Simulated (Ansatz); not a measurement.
The same path of CH₅Ga (7 atoms, charge 0, multiplicity 1) was run twice with different band settings. Lost on the way: Ga1–H2, Ga1–C3. Made: H2–C3.

Level of theory: RHF/def2-TZVP in Ansatz.

Relaxed end points:

```xyz
7
Properties=species:S:1:pos:R:3
Ga 0.275 -0.063 0.487
H -0.149 -0.423 1.969
C 2.201 0.060 0.009
H 2.693 -0.891 0.191
H 2.355 0.332 -1.029
H 2.697 0.797 0.635
H -0.862 0.189 -0.584
```

```xyz
7
Properties=species:S:1:pos:R:3
Ga -1.976 -0.182 0.175
H 2.033 0.189 1.545
C 2.510 0.101 0.577
H 2.275 -0.862 0.141
H 2.157 0.888 -0.077
H 3.583 0.188 0.697
H -1.371 -0.322 -1.379
```

Common settings: movable images 7; climbing image yes; optimiser quadratic models (default); start path through a guess of the saddle point; force threshold 0.03 eV/Å; iteration limit 60; end points relaxed.

| run | spring |
| --- | --- |
| 1 | 5.0 eV/Å² |
| 2 | 50.0 eV/Å² |

(1) What does each run give, and how far can it be trusted?

Answers

(1) Run 1: converged after 17 iterations, highest image 3.611 eV above the first end. Neighbouring images differ by up to 2.8 eV, so the band resolves the path poorly. A vibrational analysis at the climbing image gives one clearly imaginary mode, 1671i cm⁻¹: a first-order saddle point.
Run 2: converged after 18 iterations, highest image 3.611 eV above the first end. Neighbouring images differ by up to 2.8 eV, so the band resolves the path poorly. Another band between the same ends (7 images) ends at a top of the same energy, where a vibrational analysis finds 1 clearly imaginary mode.
The orbitals stay closed-shell, which can raise the energy where a bond breaks towards radicals; this wasn't checked here.
